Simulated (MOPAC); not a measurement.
Job for MOPAC: AM1 on CH6BP (SMILES CBP), a point of a torsion scan.

```
AM1 1SCF PRECISE CHARGE=0 THREADS=1
CH6BP

C     -1.11940337 1     0.16924108 1    -0.27308913 1
B      0.01816165 1    -0.11116466 1     0.76711895 1
P      1.80273457 1    -0.36081826 1     0.15513799 1
H     -1.51778742 1    -0.80656197 1    -0.56078744 1
H     -1.95910593 1     0.73205085 1     0.12972899 1
H     -0.79012461 1     0.65056215 1    -1.19239846 1
H     -0.25864038 1    -0.35891108 1     1.87908925 1
H      2.15873594 1     0.97491666 1     0.21501085 1
H      2.39698861 1    -0.62397637 1     1.38035224 1
```

It printed:

```
*******************************************************************************
 **                                                                           **
 **                              MOPAC v23.2.5                                **
 **                                                                           **
 *******************************************************************************
 ** MOPAC's Digital Object Identifier: https://doi.org/10.5281/zenodo.6511958 **
 **                                                                           **
 ** Please cite the open-source release paper for use of this MOPAC version:  **
 ** J. E. Moussa and J. J. P. Stewart (2026)                                  **
 ** MOPAC: An open-source semiempirical molecular orbital program             **
 ** J. Open Source Softw., 11(119), 8025, https://doi.org/10.21105/joss.08025 **
 *******************************************************************************

                              AM1 CALCULATION RESULTS

 *******************************************************************************
 *  AM1        - The AM1 Hamiltonian to be used
 *
 *
 *
 *                 CHARGE ON SYSTEM = 0
 *
 *
 *
 *  PRECISE    - TIGHTER CRITERIA TO BE USED
 *  1SCF       - DO 1 SCF AND THEN STOP
 *  THREADS=1  - MULTI-THREADING NOT USED
 *  T=         - A TIME OF 172800.0 SECONDS REQUESTED
 *  DUMP=N     - RESTART FILE WRITTEN EVERY 7200.0 SECONDS REQUESTED
 *******************************************************************************
AM1 1SCF PRECISE CHARGE=0 THREADS=1
 CH6BP

   ATOM   CHEMICAL          X               Y               Z
  NUMBER   SYMBOL      (ANGSTROMS)     (ANGSTROMS)     (ANGSTROMS)

     1       C         -1.11940337  *   0.16924108  *  -0.27308913  *
     2       B          0.01816165  *  -0.11116466  *   0.76711895  *
     3       P          1.80273457  *  -0.36081826  *   0.15513799  *
     4       H         -1.51778742  *  -0.80656197  *  -0.56078744  *
     5       H         -1.95910593  *   0.73205085  *   0.12972899  *
     6       H         -0.79012461  *   0.65056215  *  -1.19239846  *
     7       H         -0.25864038  *  -0.35891108  *   1.87908925  *
     8       H          2.15873594  *   0.97491666  *   0.21501085  *
     9       H          2.39698861  *  -0.62397637  *   1.38035224  *



          CARTESIAN COORDINATES

    NO.       ATOM           X           Y           Z

     1         C         -1.1194      0.1692     -0.2731
     2         B          0.0182     -0.1112      0.7671
     3         P          1.8027     -0.3608      0.1551
     4         H         -1.5178     -0.8066     -0.5608
     5         H         -1.9591      0.7321      0.1297
     6         H         -0.7901      0.6506     -1.1924
     7         H         -0.2586     -0.3589      1.8791
     8         H          2.1587      0.9749      0.2150
     9         H          2.3970     -0.6240      1.3804

  H: (AM1): M.J.S. DEWAR ET AL, J. AM. CHEM. SOC. 107 3902-3909 (1985)
  B: (AM1): M.J.S. DEWAR ET AL, ORGANOMETALLICS, 7, 513-521 (1988)
  C: (AM1): M.J.S. DEWAR ET AL, J. AM. CHEM. SOC. 107 3902-3909 (1985)
  P: (AM1): M.J.S.DEWAR, JIE, C, THEOCHEM, 187, 1 (1989)

           Empirical Formula: C H6 B P  =     9 atoms



      MOLECULAR POINT GROUP   :   C1


      RHF CALCULATION, NO. OF DOUBLY OCCUPIED LEVELS = 9


 -------------------------------------------------------------------------------
 AM1 1SCF PRECISE CHARGE=0 THREADS=1
 CH6BP



     1SCF WAS SPECIFIED, SO BFGS WAS NOT USED
     SCF FIELD WAS ACHIEVED


                              AM1 CALCULATION
                                                       MOPAC v23.2.5 Linux




          FINAL HEAT OF FORMATION =         16.23724 KCAL/MOL =      67.93663 KJ/MOL


          COSMO AREA              =        104.21 SQUARE ANGSTROMS
          COSMO VOLUME            =         87.95 CUBIC ANGSTROMS

          IONIZATION POTENTIAL    =          9.907334 EV
          HOMO LUMO ENERGIES (EV) =         -9.907  0.795
          NO. OF FILLED LEVELS    =          9
          MOLECULAR WEIGHT        =         59.8422         POINT GROUP:  C1

          MOLECULAR DIMENSIONS (Angstroms)

            Atom       Atom       Distance
            H     9    H     5     4.73058
            H     8    H     7     2.90198
            H     4    H     7     2.00418


          SCF CALCULATIONS        =          1





   ATOM   CHEMICAL          X               Y               Z
  NUMBER   SYMBOL      (ANGSTROMS)     (ANGSTROMS)     (ANGSTROMS)

     1       C         -1.11940337  *   0.16924108  *  -0.27308913  *
     2       B          0.01816165  *  -0.11116466  *   0.76711895  *
     3       P          1.80273457  *  -0.36081826  *   0.15513799  *
     4       H         -1.51778742  *  -0.80656197  *  -0.56078744  *
     5       H         -1.95910593  *   0.73205085  *   0.12972899  *
     6       H         -0.79012461  *   0.65056215  *  -1.19239846  *
     7       H         -0.25864038  *  -0.35891108  *   1.87908925  *
     8       H          2.15873594  *   0.97491666  *   0.21501085  *
     9       H          2.39698861  *  -0.62397637  *   1.38035224  *

                             CARTESIAN COORDINATES

   1    C       -1.119403370     0.169241080    -0.273089130
   2    B        0.018161650    -0.111164660     0.767118950
   3    P        1.802734570    -0.360818260     0.155137990
   4    H       -1.517787420    -0.806561970    -0.560787440
   5    H       -1.959105930     0.732050850     0.129728990
   6    H       -0.790124610     0.650562150    -1.192398460
   7    H       -0.258640380    -0.358911080     1.879089250
   8    H        2.158735940     0.974916660     0.215010850
   9    H        2.396988610    -0.623976370     1.380352240


           Empirical Formula: C H6 B P  =     9 atoms



      MOLECULAR POINT GROUP   :   C1


                  EIGENVALUES
 -30.39680 -22.10255 -18.22554 -14.27006 -13.80748 -12.81386 -11.91766 -11.46693
  -9.90733   0.79484   1.10300   1.93305   2.11113   3.96968   4.43189   4.84023
   5.01954   5.63678


              NET ATOMIC CHARGES AND DIPOLE CONTRIBUTIONS

  ATOM NO.   TYPE          CHARGE      No. of ELECS.   s-Pop       p-Pop
    1          C          -0.360154        4.3602     1.23863     3.12152
    2          B           0.307289        2.6927     1.28573     1.40698
    3          P          -0.316699        5.3167     1.82109     3.49561
    4          H           0.105844        0.8942     0.89416
    5          H           0.087579        0.9124     0.91242
    6          H           0.093609        0.9064     0.90639
    7          H          -0.051913        1.0519     1.05191
    8          H           0.071327        0.9287     0.92867
    9          H           0.063119        0.9369     0.93688
 DIPOLE           X         Y         Z       TOTAL
 POINT-CHG.    -1.199     0.517     0.626     1.448
 HYBRID        -0.256     1.085     1.221     1.653
 SUM           -1.456     1.601     1.846     2.845


          ATOMIC ORBITAL ELECTRON POPULATIONS

     Atom    s        px        py        pz
    1  C   1.23863   1.03724   1.03162   1.05266
    2  B   1.28573   0.60733   0.12035   0.67930
    3  P   1.82109   1.17780   1.11371   1.20410
    4  H   0.89416
    5  H   0.91242
    6  H   0.90639
    7  H   1.05191
    8  H   0.92867
    9  H   0.93688

 **********************
 *                    *
 * JOB ENDED NORMALLY *
 *                    *
 **********************




 == MOPAC DONE ==
```

The run finished.

Cost: very roughly 0.04 core-seconds.
